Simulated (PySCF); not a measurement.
VOF₂, SMILES [O]=[V]([F])[F] (connectivity only; charge and spin as stated), neutral, multiplicity 2. Atoms are numbered in the order given.

```xyz
4

V      0.0000     0.0000     0.0402
O      0.0000     0.0000     1.5990
F      0.0000     1.5441    -0.7621
F      0.0000    -1.5441    -0.7621
```
Charge 0, spin multiplicity 2.

Coordinates come from a B3LYP-D3(BJ)/def2-SVP optimisation. The geometry has at least one imaginary mode, so it is a saddle point at that level. The multiplicity is an assumed one; other spin states were not compared.

Calculation: PBE/def2-TZVPD run with PySCF.

Isolated molecule, no solvent.

```json
{
  "total_energy": "-1218.72934 hartree",
  "point_group": "C2v",
  "α spin, highest occupied and lowest empty level": "-6.21 and -5.17 eV",
  "β spin, highest occupied and lowest empty level": "-8.99 and -4.78 eV",
  "dipole_moment": "0.56 D",
  "quadrupole, principal values (traceless, Buckingham form, about the centre of nuclear charge)": "-4.04, -2.72, 6.76 D·Å",
  "mean_static_polarisability": "36.2 bohr³ (5.37 Å³)",
  "polarisability_principal_values": "30.4, 36.9, 41.4 bohr³",
  "⟨S²⟩": "0.756 (pure state 0.75)"
}
```
